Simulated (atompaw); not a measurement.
**Before and after: PAW (atompaw) potential for nickel (Ni)**

atompaw 4.2.0.5 input, output lines left out:

```
Ni 28
LDA-PW scalarrelativistic loggrid 1500 logderivrange -3 5 201
4 4 3 0 0 0
4 1 0
3 2 8
0 0 0
c
c
c
v
c
c
v
v
2
3.00 2.60 2.35 2.95
y
1.95
n
y
0.6
n
y
1.4
n
custom rrkj vanderbiltortho besselshape
bessel
3.00
1.80
3.00
3.00
1.25
1.25
```

All-electron outer shells of the reference configuration (LDA (PW92), scalar-relativistic, ld1.x):

```
shell  level (eV)  outermost node (bohr)  outermost maximum (bohr)
   3s     -110.50                   0.30                      0.64
   3p      -71.26                   0.27                      0.65
   3d       -9.14                      –                      0.63
   4s       -5.86                   0.92                      2.21
   4p       -1.34                   1.00                      3.14
```

Change: all radii scaled by about 0.91 (s 2.74, p 2.74, d 1.14 bohr); local potential bessel scheme, radius 2.16 bohr; augmentation besselshape compensation charge, radius 2.38 bohr; PAW radius 2.74 bohr; waves and projectors: custom rrkj vanderbiltortho; core correction smooth core density matched at 2.70 bohr.

Cutoffs: the cutoffs (Ry, on a coarse ladder) from which the occupation-weighted sum of valence levels, in a spherical-Bessel basis at the reference potential, stays within 10 and 1 mRy of its value at 400 Ry; they do not see the model core or the augmentation charge, which bear on the density cutoff.

Task: What does the change do?

Result: The potential gets harder (70 Ry and 120 Ry → 90 Ry and 160 Ry); neither file shows a bound ghost. A smaller radius makes the pseudo-wave follow the all-electron one further in, where it bends more sharply, so more plane waves are needed.

```csv
quantity,base,changed
"cutoff, loose",70 Ry,90 Ry
"cutoff, tight",120 Ry,160 Ry
loose cutoff by channel (10 mRy a level),"s 6 Ry, d 60 Ry","s 6 Ry, d 70 Ry"
bound ghosts,none,none
lowest overlap eigenvalue by channel,"s 0.63, p 0.76, d 1.00","s 0.42, p 0.72, d 1.00"
```

 The cutoffs see the waves, projectors and local potential, not the compensation charge or the core.
